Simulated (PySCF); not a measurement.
C4H11O (cation, charge +1), SMILES CC(C)(C)[OH2+] at its GFN2-xTB optimised geometry (Å):

```
16

C      0.6407     0.8243     0.0000
C      0.1485     0.0817     1.2209
C      0.4904    -1.3904     1.2093
C      0.4919     0.7682     2.5228
O     -1.4067     0.1069     1.1815
H      1.7275     0.8243     0.0000
H      0.3184     1.8637     0.0000
H      0.3184     0.3462    -0.9230
H      0.0110    -1.9057     2.0373
H      1.5639    -1.5121     1.3190
H      0.1993    -1.8637     0.2743
H      0.0110     0.2711     3.3612
H      0.2035     1.8168     2.5131
H      1.5653     0.7238     2.6816
H     -1.7264     1.0321     1.2136
H     -1.7275    -0.3429     0.3727
```

Computed with CAM-B3LYP/def2-TZVP (PySCF). Cells within 0.4 Å of a nucleus heavier than hydrogen are left out (blank, or x).

Map of the Laplacian of the electron density (e/bohr⁵) on the plane z = 0.8 Å:

```
|66666666666666666666666666666|
|66666666666666666666666666666|
|66666666666666666666666666666|
|66666666666666666666666666666|
|66666666666666666666666666666|
|66666666666666666666666666666|
|66666666666666666666666666666|
|66666666666666677666666666666|
|66666666666666777766666666666|
|66666667777667777777666666666|
|66666677777777777777766666666|
|66666677788777777777766666666|
|66666678999977635777766666666|
|66666779807977304777666666666|
|666667792x5977746777666666666|
|66666778559987657776666666666|
|66666677889877767777666666666|
|66666677777777767777766666666|
|66666666676777757777766666666|
|66666666666677638677776666666|
|66666666666677513677776666666|
|66666666666677666777766666666|
|66666666666667777777666666666|
|66666666666666777666666666666|
|66666666666666666666666666666|
|66666666666666666666666666666|
|66666666666666666666666666666|
|66666666666666666666666666666|
|66666666666666666666666666666|
```
Scale: ten equal steps from -1.29 (start of '0') to 0.630 (end of '9'), in the order '0123456789'; x runs from -4.00 to 4.00, y from -4.00 (bottom) to 4.00 (top).
